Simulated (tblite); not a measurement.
A geometry optimisation, step by step.

Species: C7H13Ga.
Numbering: `[CH2:1]=[C:2]([CH3:3])[C@H:4]1[CH2:5][CH2:6][CH2:7][GaH:8]1` (hydrogens: H9, H10 on C1; H11, H12, H13 on C3; H14 on C4; H15, H16 on C5; H17, H18 on C6; H19, H20 on C7; H21 on Ga8)

Computed with GFN2-xTB (tblite), gas phase: L-BFGS steps from a force-field or distance-geometry start until the largest atomic force falls under 0.01 eV/Å. 9 of its 187 geometries are shown.

Step 0: E = -617.1137 eV, largest atomic force 1.685 eV/Å
```
atom  x, y, z in Å  |  force x, y, z in eV/Å
C1     -2.638   -0.097    1.086   -0.527   0.259   0.689
C2     -1.669   -0.127    0.188    0.473   0.269  -0.007
C3     -1.850   -0.733   -1.160   -0.622  -0.076  -0.615
C4     -0.319    0.419    0.487   -1.393  -0.346  -0.883
C5      0.785   -0.587    0.420    0.320   0.404   0.442
C6      1.956    0.250    0.927    0.461  -0.153  -0.458
C7      2.481    0.837   -0.366    0.650   0.988  -0.295
Ga8     0.644    1.315   -1.245    0.046  -0.801   0.437
H9     -3.643   -0.494    0.885    0.674   0.294   0.290
H10    -2.413    0.361    2.059   -0.526  -0.335  -0.447
H11    -1.377   -1.725   -1.209   -0.267   0.293  -0.016
H12    -1.363   -0.094   -1.933   -0.480  -0.377   0.373
H13    -2.943   -0.811   -1.375    0.895  -0.138   0.027
H14    -0.234    0.988    1.414   -0.688  -0.080  -0.045
H15     0.631   -1.497    0.983   -0.273  -0.176   0.168
H16     1.022   -0.830   -0.629   -0.254  -0.484   0.115
H17     2.689   -0.360    1.469    0.000   0.396   0.076
H18     1.510    1.069    1.510    0.955  -0.401   0.416
H19     3.170    0.136   -0.882   -0.270   0.687   0.174
H20     2.869    1.851   -0.273    1.182  -0.235   0.498
H21     0.683    0.146   -2.354   -0.355   0.014  -0.939
```

Step 23: E = -618.6024 eV, largest atomic force 0.253 eV/Å
```
atom  x, y, z in Å  |  force x, y, z in eV/Å
C1     -2.641   -0.075    1.010   -0.021  -0.001   0.049
C2     -1.689   -0.192    0.092   -0.088   0.001  -0.064
C3     -2.011   -0.874   -1.204    0.020  -0.073  -0.130
C4     -0.329    0.395    0.280   -0.101  -0.042   0.062
C5      0.790   -0.592    0.688    0.066  -0.006   0.094
C6      2.120    0.163    0.909    0.031   0.033  -0.086
C7      2.545    0.979   -0.326    0.124  -0.037  -0.078
Ga8     0.753    1.166   -1.282   -0.092  -0.110  -0.209
H9     -3.624   -0.484    0.837    0.014   0.050   0.085
H10    -2.489    0.412    1.959    0.044   0.016  -0.009
H11    -1.459   -1.804   -1.323    0.118  -0.064   0.079
H12    -1.758   -0.237   -2.058    0.073   0.121   0.044
H13    -3.076   -1.102   -1.249    0.067  -0.036  -0.040
H14    -0.391    1.138    1.086   -0.002   0.031   0.112
H15     0.537   -1.107    1.615   -0.123   0.000   0.125
H16     0.932   -1.368   -0.073   -0.001   0.080  -0.117
H17     2.896   -0.569    1.166   -0.087   0.102   0.063
H18     1.997    0.842    1.759   -0.028  -0.113  -0.033
H19     3.221    0.393   -0.957    0.083  -0.092  -0.026
H20     3.100    1.876   -0.042   -0.032  -0.010   0.057
H21     0.569    1.057   -2.888   -0.064   0.151   0.021
```

Step 46: E = -618.7257 eV, largest atomic force 0.182 eV/Å
```
atom  x, y, z in Å  |  force x, y, z in eV/Å
C1     -2.656   -0.056    0.995    0.001   0.040  -0.039
C2     -1.697   -0.170    0.086    0.120  -0.098   0.095
C3     -1.885   -0.921   -1.196   -0.010   0.024  -0.005
C4     -0.340    0.416    0.284    0.038   0.062   0.010
C5      0.738   -0.595    0.735   -0.024   0.011   0.044
C6      2.092    0.128    0.889   -0.067  -0.035   0.023
C7      2.549    0.815   -0.414    0.086  -0.041   0.044
Ga8     0.731    1.127   -1.317   -0.075   0.051  -0.040
H9     -3.629   -0.494    0.848   -0.012   0.044   0.030
H10    -2.499    0.485    1.914   -0.050  -0.020  -0.022
H11    -1.188   -1.761   -1.237   -0.037   0.019  -0.066
H12    -1.665   -0.242   -2.029    0.018  -0.058  -0.068
H13    -2.901   -1.293   -1.304    0.019  -0.038   0.021
H14    -0.376    1.188    1.065   -0.133  -0.027   0.114
H15     0.457   -1.036    1.695    0.037  -0.035   0.025
H16     0.836   -1.411    0.008    0.018   0.042  -0.012
H17     2.836   -0.593    1.244   -0.012   0.063  -0.056
H18     1.958    0.872    1.679    0.079   0.056  -0.043
H19     3.249    0.183   -0.966   -0.046  -0.118  -0.062
H20     3.094    1.738   -0.197    0.006   0.019   0.053
H21     0.290    1.636   -2.781    0.044   0.039  -0.045
```

Step 70: E = -618.8183 eV, largest atomic force 0.067 eV/Å
```
atom  x, y, z in Å  |  force x, y, z in eV/Å
C1     -2.742   -0.033    0.873   -0.018   0.003  -0.008
C2     -1.678   -0.196    0.096    0.028   0.014   0.059
C3     -1.730   -1.001   -1.169   -0.019   0.023  -0.023
C4     -0.371    0.445    0.414    0.015   0.003   0.020
C5      0.743   -0.539    0.824    0.004  -0.018   0.022
C6      2.110    0.170    0.863   -0.035  -0.035  -0.023
C7      2.504    0.645   -0.542    0.031   0.005  -0.039
Ga8     0.657    1.318   -1.164    0.001  -0.012   0.010
H9     -3.694   -0.483    0.648   -0.007  -0.010  -0.036
H10    -2.705    0.561    1.772    0.017  -0.012  -0.029
H11    -0.919   -1.728   -1.208    0.006  -0.009   0.014
H12    -1.614   -0.324   -2.027    0.028   0.018  -0.010
H13    -2.676   -1.526   -1.272   -0.021  -0.008   0.013
H14    -0.513    1.141    1.252   -0.019   0.023   0.011
H15     0.526   -0.972    1.804    0.004  -0.002   0.001
H16     0.809   -1.358    0.100   -0.010  -0.016   0.025
H17     2.853   -0.516    1.278    0.013   0.010  -0.020
H18     2.036    1.027    1.542    0.005   0.014  -0.027
H19     2.865   -0.205   -1.133   -0.005   0.027   0.010
H20     3.312    1.380   -0.508   -0.004  -0.003   0.021
H21     0.217    2.211   -2.442   -0.016  -0.014   0.010
```

Step 93: E = -618.8273 eV, largest atomic force 0.031 eV/Å
```
atom  x, y, z in Å  |  force x, y, z in eV/Å
C1     -2.771   -0.020    0.827    0.019  -0.001  -0.001
C2     -1.668   -0.194    0.107    0.002  -0.012  -0.004
C3     -1.685   -0.986   -1.168   -0.003  -0.004   0.003
C4     -0.370    0.439    0.475   -0.001  -0.003   0.000
C5      0.754   -0.538    0.872    0.003   0.001   0.004
C6      2.128    0.160    0.838    0.007  -0.004  -0.001
C7      2.485    0.625   -0.582   -0.007  -0.001   0.006
Ga8     0.622    1.314   -1.127   -0.011   0.009   0.014
H9     -3.716   -0.454    0.541    0.016   0.006  -0.001
H10    -2.772    0.563    1.732   -0.004   0.008   0.003
H11    -0.896   -1.740   -1.178   -0.001   0.015   0.004
H12    -1.511   -0.304   -2.014    0.007  -0.024   0.011
H13    -2.642   -1.484   -1.313    0.011   0.015  -0.012
H14    -0.533    1.117    1.322   -0.005   0.019  -0.015
H15     0.575   -0.933    1.875    0.008  -0.006   0.002
H16     0.786   -1.386    0.182   -0.006   0.007  -0.010
H17     2.881   -0.529    1.228    0.021   0.007   0.011
H18     2.094    1.029    1.504   -0.017  -0.025   0.005
H19     2.829   -0.225   -1.182   -0.016   0.012  -0.005
H20     3.295    1.359   -0.565   -0.018  -0.021   0.000
H21     0.106    2.204   -2.375   -0.005   0.002  -0.013
```

Step 116: E = -618.8292 eV, largest atomic force 0.025 eV/Å
```
atom  x, y, z in Å  |  force x, y, z in eV/Å
C1     -2.776   -0.009    0.814    0.000   0.004  -0.008
C2     -1.663   -0.192    0.111    0.010  -0.003  -0.006
C3     -1.659   -0.990   -1.160   -0.001  -0.014  -0.004
C4     -0.370    0.438    0.495    0.004   0.006   0.006
C5      0.757   -0.541    0.878   -0.001   0.004  -0.003
C6      2.130    0.155    0.831    0.005   0.005   0.000
C7      2.465    0.628   -0.591    0.005   0.002  -0.001
Ga8     0.603    1.339   -1.103    0.006  -0.012  -0.002
H9     -3.717   -0.438    0.513   -0.006  -0.001   0.008
H10    -2.785    0.579    1.716   -0.011  -0.003  -0.004
H11    -0.896   -1.769   -1.135    0.005  -0.010   0.004
H12    -1.427   -0.321   -2.002    0.002  -0.002  -0.005
H13    -2.623   -1.456   -1.342   -0.025   0.002  -0.002
H14    -0.540    1.104    1.350    0.008   0.018   0.004
H15     0.587   -0.938    1.883    0.009  -0.011  -0.001
H16     0.781   -1.387    0.185   -0.008   0.004  -0.006
H17     2.891   -0.533    1.210    0.000   0.001  -0.006
H18     2.100    1.020    1.503    0.002   0.004   0.009
H19     2.778   -0.221   -1.208   -0.001  -0.001   0.006
H20     3.290    1.345   -0.584   -0.002   0.003   0.000
H21     0.068    2.204   -2.364   -0.001   0.006   0.011
```

Step 140: E = -618.8402 eV, largest atomic force 0.318 eV/Å
```
atom  x, y, z in Å  |  force x, y, z in eV/Å
C1     -2.806    0.079    0.742    0.009  -0.004  -0.004
C2     -1.662   -0.184    0.117    0.015  -0.035  -0.004
C3     -1.618   -1.126   -1.052    0.052  -0.142  -0.124
C4     -0.374    0.437    0.522    0.015  -0.036   0.018
C5      0.768   -0.558    0.801    0.000  -0.025   0.008
C6      2.141    0.140    0.780    0.002  -0.005   0.000
C7      2.442    0.717   -0.611    0.016  -0.018   0.031
Ga8     0.566    1.452   -1.033   -0.018   0.004   0.008
H9     -3.736   -0.368    0.434   -0.020   0.025  -0.019
H10    -2.854    0.738    1.593    0.009   0.007  -0.003
H11    -1.260   -2.117   -0.737   -0.110   0.267  -0.133
H12    -0.923   -0.736   -1.825   -0.193  -0.116   0.193
H13    -2.612   -1.243   -1.495    0.226  -0.001   0.079
H14    -0.536    1.048    1.418    0.027   0.011  -0.017
H15     0.626   -1.041    1.772   -0.016   0.001   0.006
H16     0.776   -1.341    0.037    0.007   0.006  -0.009
H17     2.909   -0.581    1.078   -0.022   0.032   0.026
H18     2.129    0.947    1.522    0.018  -0.009  -0.023
H19     2.747   -0.089   -1.287   -0.010   0.000  -0.026
H20     3.267    1.431   -0.571    0.000   0.034   0.000
H21     0.004    2.411   -2.206   -0.008   0.003  -0.006
```

Step 163: E = -618.8483 eV, largest atomic force 0.020 eV/Å
```
atom  x, y, z in Å  |  force x, y, z in eV/Å
C1     -2.801    0.105    0.733   -0.004   0.016  -0.007
C2     -1.661   -0.199    0.120   -0.005  -0.004   0.004
C3     -1.636   -1.138   -1.051    0.004  -0.018   0.007
C4     -0.364    0.402    0.524   -0.003   0.019  -0.005
C5      0.785   -0.584    0.792    0.002   0.001   0.001
C6      2.143    0.146    0.788    0.003   0.002  -0.002
C7      2.447    0.731   -0.599   -0.005  -0.004   0.006
Ga8     0.558    1.436   -1.030    0.006  -0.001   0.005
H9     -3.748   -0.296    0.411    0.008  -0.010   0.002
H10    -2.828    0.767    1.582   -0.007   0.013   0.000
H11    -1.285   -2.126   -0.752    0.004   0.016   0.002
H12    -0.952   -0.752   -1.822   -0.014  -0.004  -0.009
H13    -2.628   -1.247   -1.482    0.009   0.000  -0.005
H14    -0.514    1.018    1.419    0.002  -0.002   0.011
H15     0.645   -1.080    1.756   -0.002  -0.013   0.006
H16     0.809   -1.353    0.015    0.013  -0.009  -0.002
H17     2.925   -0.550    1.104   -0.009   0.004  -0.007
H18     2.101    0.956    1.525    0.005  -0.010  -0.004
H19     2.768   -0.066   -1.278    0.003   0.003  -0.008
H20     3.256    1.463   -0.552   -0.008   0.006   0.005
H21    -0.028    2.385   -2.204   -0.001  -0.004   0.000
```

Step 186: E = -618.8501 eV, largest atomic force 0.010 eV/Å
```
atom  x, y, z in Å  |  force x, y, z in eV/Å
C1     -2.807    0.153    0.701   -0.003  -0.003   0.002
C2     -1.662   -0.200    0.123    0.000   0.008  -0.006
C3     -1.637   -1.167   -1.024    0.003   0.001  -0.002
C4     -0.360    0.386    0.531   -0.001  -0.003   0.003
C5      0.792   -0.603    0.776   -0.005  -0.004  -0.001
C6      2.147    0.133    0.782   -0.004  -0.005   0.001
C7      2.446    0.755   -0.589    0.000  -0.001   0.000
Ga8     0.549    1.444   -1.013   -0.001  -0.001  -0.002
H9     -3.754   -0.242    0.375   -0.005   0.004  -0.002
H10    -2.839    0.848    1.524    0.006  -0.007   0.001
H11    -1.260   -2.140   -0.710    0.001   0.007   0.006
H12    -0.976   -0.782   -1.815   -0.004  -0.008  -0.002
H13    -2.634   -1.305   -1.437    0.002  -0.001   0.000
H14    -0.502    0.990    1.436    0.000   0.003   0.001
H15     0.657   -1.121    1.729    0.004   0.002  -0.001
H16     0.818   -1.356   -0.017    0.006   0.005  -0.002
H17     2.933   -0.569    1.076    0.000  -0.004   0.007
H18     2.105    0.921    1.542    0.008   0.004  -0.001
H19     2.786   -0.018   -1.286   -0.004   0.005  -0.002
H20     3.240    1.502   -0.520   -0.003  -0.002   0.002
H21    -0.053    2.387   -2.184    0.001   0.000   0.000
```

Question: Summarise the path.

Answer: The energy falls by 1.7364 eV from step 0 to step 186; nine tenths of that is first reached at step 33. It rises by more than 0.2 meV at steps 125, 131, 134, 137 and 140. The largest force goes from 1.685 to 0.010 eV/Å. Among the bonds C4–Ga8 changes most, from 2.175 to 2.081 Å; the atoms move by 0.741 Å rms after alignment.

What follows is the cost of the whole relaxation. The run took 2.7 s on an Arm Neoverse N1 with one thread, shared host with 64 logical CPUs at a one-minute load of 61.
